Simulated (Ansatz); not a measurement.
CH₃ClIn (`[CH3][In][Cl]`) radical. Total charge 0; spin multiplicity 2. In takes the def2 core potential.

```csv
atom,x (Å),y (Å),z (Å)
C1,0.247,-0.129,-0.768
In2,-0.420,-0.831,1.223
Cl3,-0.859,0.975,2.713
H4,1.146,0.462,-0.593
H5,0.444,-0.974,-1.423
H6,-0.558,0.498,-1.152
```

What are the harmonic wavenumbers in cm⁻¹ at PBE0-D4/def2-TZVP (Ansatz, finite differences of forces, unscaled)? (Estimate.)

Ansatz gave: 38, 97, 320, 411, 616, 683, 1092, 1424, 1433, 3066, 3175, 3200.

Is this a minimum?

Yes, all 12 modes are real.

Give the ideal-gas thermochemistry at 298.15 K and 1 bar (rigid rotor, harmonic oscillator; point group Cs, symmetry number 1).

Zero-point energy 93.0 kJ/mol; H(298) − E = 109.8 kJ/mol; entropy 338.1 J/(mol·K), of which translation 172.6, rotation 109.7, vibration 50.1, electronic 5.8; G(298) − E = 9.0 kJ/mol. Modes under 100 cm⁻¹ are hindered rotations or soft bends, so the harmonic entropy is rough.
